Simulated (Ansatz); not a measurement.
# Nudged elastic band run: Cl$_{2}$GaH$_{5}$OSi

Input file:

```yaml
crystal:
  periodic: [false, false, false]
  atoms:
    - { symbol: Ga, position_ang: [-0.020508, -0.277991, 0.328208] }
    - { symbol: O, position_ang: [-0.211397, -1.272872, 1.815886] }
    - { symbol: H, position_ang: [-1.151161, -1.333909, 2.080667] }
    - { symbol: Cl, position_ang: [1.956398, -0.165635, -0.550065] }
    - { symbol: Cl, position_ang: [-1.74696, 0.410067, -0.805404] }
    - { symbol: Si, position_ang: [0.633742, 2.962996, 1.036083] }
    - { symbol: H, position_ang: [2.003366, 3.182805, 1.591913] }
    - { symbol: H, position_ang: [0.622161, 3.042158, -0.451747] }
    - { symbol: H, position_ang: [-0.358099, 3.909898, 1.635705] }
    - { symbol: H, position_ang: [0.202059, 1.570883, 1.457852] }
basis:
  gaussian: { orbitals: def2-SVP }
hamiltonian:
  xc: blyp
  dispersion: d4
neb:
  order_check: false
  images: 7
  f_tol: 0.03
  max_iterations: 60
  final_atoms:
    - { symbol: Ga, position_ang: [0.2352054, 0.62761838, 0.0309035] }
    - { symbol: O, position_ang: [-0.04194201, -0.43884564, 1.92535652] }
    - { symbol: H, position_ang: [-0.95529268, -0.76303818, 1.73066478] }
    - { symbol: Cl, position_ang: [1.75246621, -0.64565411, -0.91532218] }
    - { symbol: Cl, position_ang: [-1.85349242, -0.01588223, -0.47421478] }
    - { symbol: Si, position_ang: [0.66043945, 2.91678748, 0.66916926] }
    - { symbol: H, position_ang: [1.72445771, 2.9603753, 1.73074479] }
    - { symbol: H, position_ang: [1.12127412, 3.72051932, -0.50973158] }
    - { symbol: H, position_ang: [-0.58654407, 3.53817812, 1.23151844] }
    - { symbol: H, position_ang: [-0.1269707, 0.12834155, 2.72000926] }
  initial_path:
    images:
      - { positions_ang: [[-0.020508, -0.277991, 0.328208], [-0.211397, -1.272872, 1.815886], [-1.151161, -1.333909, 2.080667], [1.956398, -0.165635, -0.550065], [-1.74696, 0.410067, -0.805404], [0.633742, 2.962996, 1.036083], [2.003366, 3.182805, 1.591913], [0.622161, 3.042158, -0.451747], [-0.358099, 3.909898, 1.635705], [0.202059, 1.570883, 1.457852]] }
      - { positions_ang: [[-0.01166013, -0.20234137, 0.23653663], [-0.16215009, -0.96465397, 1.88700112], [-1.09526151, -1.0839033, 2.16456227], [1.95975432, -0.10832088, -0.69533385], [-1.78756866, 0.32085524, -0.90019887], [0.61451858, 2.83023628, 0.99491722], [1.91189749, 2.97491948, 1.65641314], [0.70838068, 3.10427009, -0.39777297], [-0.42672779, 3.68049761, 1.60330472], [0.21841809, 1.47684081, 1.5896686]] }
      - { positions_ang: [[-0.00281225, -0.12669174, 0.14486527], [-0.11290318, -0.65643593, 1.95811623], [-1.03936201, -0.8338976, 2.24845753], [1.96311065, -0.05100675, -0.8406027], [-1.82817732, 0.23164347, -0.99499375], [0.59529517, 2.69747657, 0.95375145], [1.82042898, 2.76703397, 1.72091328], [0.79460037, 3.16638218, -0.34379895], [-0.49535658, 3.45109722, 1.57090444], [0.23477717, 1.38279862, 1.7214852]] }
      - { positions_ang: [[0.00603562, -0.05104211, 0.0531939], [-0.06365627, -0.3482179, 2.02923135], [-0.98346252, -0.5838919, 2.3323528], [1.96646697, 0.00630737, -0.98587156], [-1.86878598, 0.14243171, -1.08978862], [0.57607175, 2.56471685, 0.91258567], [1.72896047, 2.55914845, 1.78541342], [0.88082005, 3.22849426, -0.28982492], [-0.56398536, 3.22169682, 1.53850416], [0.25113626, 1.28875643, 1.85330179]] }
      - { positions_ang: [[0.01488349, 0.02460752, -0.03847747], [-0.01440936, -0.03999986, 2.10034647], [-0.92756302, -0.3338862, 2.41624807], [1.9698233, 0.0636215, -1.13114041], [-1.90939464, 0.05321995, -1.1845835], [0.55684834, 2.43195714, 0.87141989], [1.63749196, 2.35126294, 1.84991357], [0.96703973, 3.29060635, -0.23585089], [-0.63261415, 2.99229643, 1.50610388], [0.26749534, 1.19471424, 1.98511839]] }
      - { positions_ang: [[0.06996397, 0.17536023, -0.02113222], [-0.02129252, -0.13971131, 2.05659898], [-0.93449544, -0.4411742, 2.24485224], [1.91548403, -0.1136974, -1.07718585], [-1.89541908, 0.0359444, -1.00699132], [0.58274612, 2.55316472, 0.82085723], [1.65923339, 2.50354103, 1.82012137], [1.00559833, 3.3980846, -0.30432106], [-0.62109663, 3.12876686, 1.43745752], [0.16887883, 0.92812107, 2.16884111]] }
      - { positions_ang: [[0.12504445, 0.32611295, -0.00378698], [-0.02817568, -0.23942275, 2.01285149], [-0.94142785, -0.54846219, 2.07345642], [1.86114476, -0.29101631, -1.0232313], [-1.88144353, 0.01866886, -0.82939914], [0.60864389, 2.67437231, 0.77029458], [1.68097483, 2.65581912, 1.79032918], [1.04415692, 3.50556284, -0.37279124], [-0.60957911, 3.26523728, 1.36881116], [0.07026232, 0.6615279, 2.35256383]] }
      - { positions_ang: [[0.18012492, 0.47686567, 0.01355826], [-0.03505884, -0.3391342, 1.969104], [-0.94836027, -0.65575018, 1.9020606], [1.80680548, -0.46833521, -0.96927674], [-1.86746797, 0.00139331, -0.65180696], [0.63454167, 2.7955799, 0.71973192], [1.70271627, 2.80809721, 1.76053698], [1.08271552, 3.61304108, -0.44126141], [-0.59806159, 3.4017077, 1.3001648], [-0.02835419, 0.39493472, 2.53628654]] }
      - { positions_ang: [[0.2352054, 0.62761838, 0.0309035], [-0.04194201, -0.43884564, 1.92535652], [-0.95529268, -0.76303818, 1.73066478], [1.75246621, -0.64565411, -0.91532218], [-1.85349242, -0.01588223, -0.47421478], [0.66043945, 2.91678748, 0.66916926], [1.72445771, 2.9603753, 1.73074479], [1.12127412, 3.72051932, -0.50973158], [-0.58654407, 3.53817812, 1.23151844], [-0.1269707, 0.12834155, 2.72000926]] }
```

Launched with:

```bash
$ ansatz run input.yaml --threads 4 --pin off --max-ram 5120MiB --backend cpu --events-out ev --progress --plain --runs-dir out
```

Output, in part (warnings, iteration lines, the closing report on the highest movable image, with atoms numbered from 0):

```
NEB end point (image 0): max|allowed force component| = 6.827e-3 eV/Å (the criterion of neb.relax_end_points is 1.000e-2)
NEB end point (image 8): max|allowed force component| = 7.014e-3 eV/Å (the criterion of neb.relax_end_points is 1.000e-2)
NEB iter   1: max|band force component| = 2.838e0 eV/Å  barrier→ = 2.6099 eV  barrier← = 2.9425 eV  Δτ_max = 0.2000 Å  (259 SCF iters)
NEB iter   2: max|band force component| = 2.204e0 eV/Å  barrier→ = 1.8870 eV  barrier← = 2.2196 eV  Δτ_max = 0.1949 Å  (234 SCF iters)
NEB iter   3: max|band force component| = 9.893e-1 eV/Å  barrier→ = 1.2767 eV  barrier← = 1.6092 eV  Δτ_max = 0.1966 Å  (211 SCF iters)
NEB iter   4: max|band force component| = 7.532e-1 eV/Å  barrier→ = 1.1635 eV  barrier← = 1.4960 eV  CI = image 4  Δτ_max = 0.0827 Å  (202 SCF iters)
NEB iter   5: max|band force component| = 2.664e-1 eV/Å  barrier→ = 1.2379 eV  barrier← = 1.5705 eV  CI = image 4  Δτ_max = 0.0626 Å  (201 SCF iters)
NEB iter   6: max|band force component| = 9.771e-2 eV/Å  barrier→ = 1.2238 eV  barrier← = 1.5564 eV  CI = image 4  Δτ_max = 0.0972 Å  (203 SCF iters)
NEB iter   7: max|band force component| = 7.785e-2 eV/Å  barrier→ = 1.2177 eV  barrier← = 1.5502 eV  CI = image 4  Δτ_max = 0.1281 Å  (203 SCF iters)
NEB iter   8: max|band force component| = 1.212e-1 eV/Å  barrier→ = 1.2140 eV  barrier← = 1.5466 eV  CI = image 4  Δτ_max = 0.0639 Å  (203 SCF iters)
NEB iter   9: max|band force component| = 1.213e-1 eV/Å  barrier→ = 1.2121 eV  barrier← = 1.5447 eV  CI = image 4  Δτ_max = 0.0318 Å  (206 SCF iters)
NEB iter  10: max|band force component| = 4.230e-2 eV/Å  barrier→ = 1.2117 eV  barrier← = 1.5443 eV  CI = image 4  Δτ_max = 0.0353 Å  (210 SCF iters)
NEB iter  11: max|band force component| = 3.068e-2 eV/Å  barrier→ = 1.2114 eV  barrier← = 1.5440 eV  CI = image 4  Δτ_max = 0.0386 Å  (204 SCF iters)
NEB iter  12: max|band force component| = 2.611e-2 eV/Å  barrier→ = 1.2113 eV  barrier← = 1.5439 eV  CI = image 4  Δτ_max = 0.0000 Å  (400 SCF iters)
Total energy: -87414.24504603 eV, -3212.4142539382 hartree
Atom 0 at     0.129448     0.186637     0.028680 Å, force     0.003909    -0.001295     0.001089 eV/Å
Atom 1 at    -0.020625    -0.381001     1.888920 Å, force     0.001460     0.003834    -0.002481 eV/Å
Atom 2 at    -0.942127    -0.598706     2.153810 Å, force    -0.000570    -0.000805    -0.000009 eV/Å
Atom 3 at     1.956282    -0.453960    -0.945938 Å, force    -0.000785     0.000571     0.001779 eV/Å
Atom 4 at    -1.788027     0.228055    -1.000869 Å, force    -0.002902    -0.001765    -0.002434 eV/Å
Atom 5 at     0.540990     2.642865     1.097788 Å, force     0.005605    -0.002263     0.004779 eV/Å
Atom 6 at     1.820802     2.947091     1.816017 Å, force    -0.004703    -0.001355    -0.004362 eV/Å
Atom 7 at     0.688832     3.077695    -0.334810 Å, force    -0.001003     0.001942    -0.000823 eV/Å
Atom 8 at    -0.605278     3.409515     1.688726 Å, force     0.001594     0.002145     0.001451 eV/Å
Atom 9 at     0.149305     0.970208     1.746775 Å, force    -0.002604    -0.001010     0.001012 eV/Å
Dipole moment:    -0.239708     0.129368     0.414553 e Å
```

It converged. A vibrational analysis at the climbing image gives one clearly imaginary mode, 1181i cm⁻¹: a first-order saddle point. The orbitals stay closed-shell, which can raise the energy where a bond breaks towards radicals; this wasn't checked here.

Final band (atoms are numbered from 1 in the order of the input):

```
image  path coordinate (Å)  energy (kJ/mol)  Si6–H10 (Å)  Ga1–Si6 (Å)  O2–H10 (Å)
    0                 0.00              0.0         1.52         3.38        2.90
    1                 0.53              1.2         1.52         3.37        2.73
    2                 1.06              8.6         1.51         3.29        2.41
    3                 1.59             47.2         1.55         3.00        1.92
    4                 2.12            116.9         1.84         2.71        1.37
    5                 2.72             29.6         2.35         2.49        1.01
    6                 3.32            -16.1         2.83         2.42        0.98
    7                 3.92            -31.1         3.31         2.41        0.98
    8                 4.52            -32.1         3.55         2.41        0.98
```

The run took 2.5 min on 4 threads of Arm Neoverse V1, on a shared host, peak memory 0.2 GiB.
